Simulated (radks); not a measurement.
Species: Ne4+. Configuration: [He] 2s2 2p2.

All-electron calculation, Dirac Kohn-Sham, PBE, spin-unpolarised, spherical densities, finite nucleus; open shells fill j = l - 1/2 first; Fermi nuclear charge, rms radius 3.0055 fm. Program: a radial shooting solver on a logarithmic mesh with Libxc functionals.

Energy parts (hartree):
total: -120.65049
kinetic: 120.79995
electron-nucleus: -267.64372
Hartree: 35.66589
exchange-correlation: -9.47261

Orbitals (lengths in bohr, moments of r in powers of bohr; <r^-3> diverges for s and p1/2; r(max) is where P^2 peaks; r(90%) holds 90 % of the orbital's charge):
| orbital | occ. | eigenvalue (hartree) | <1/r> | r(90%) | <r^-3> | r(max) |
|---|---|---|---|---|---|---|
| 1s1/2 | 2 | -34.99737 | 9.641 | 0.282 | - | 0.1026 |
| 2s1/2 | 2 | -4.81257 | 1.913 | 1.19 | - | 0.6303 |
| 2p1/2 | 2 | -4.01537 | 1.828 | 1.16 | - | 0.5381 |
| 2p3/2 | 0 | -4.00891 | 1.824 | 1.16 | 18.46 | 0.5391 |

The highest occupied level is 2p1/2 at -109.26 eV. The density falls to 0.001 e/bohr^3 at r = 2.01 bohr. For comparison, the ionisation energy in NIST's Atomic Spectra Database is 126.25 eV (measured). In exact Kohn-Sham theory the highest level is minus the ionisation energy, but local and semilocal functionals leave it too shallow, through self-interaction and a potential that decays too fast; potentials with the right tail come closer. Summed over all electrons, <r^2> = 2.676 bohr^2, which gives a Langevin (diamagnetic) susceptibility term of -2.12 x 10^-6 cm^3/mol.

Beside tabulated values, note that spin-unpolarised runs miss the spin-polarisation part of the exchange energy of open shells.
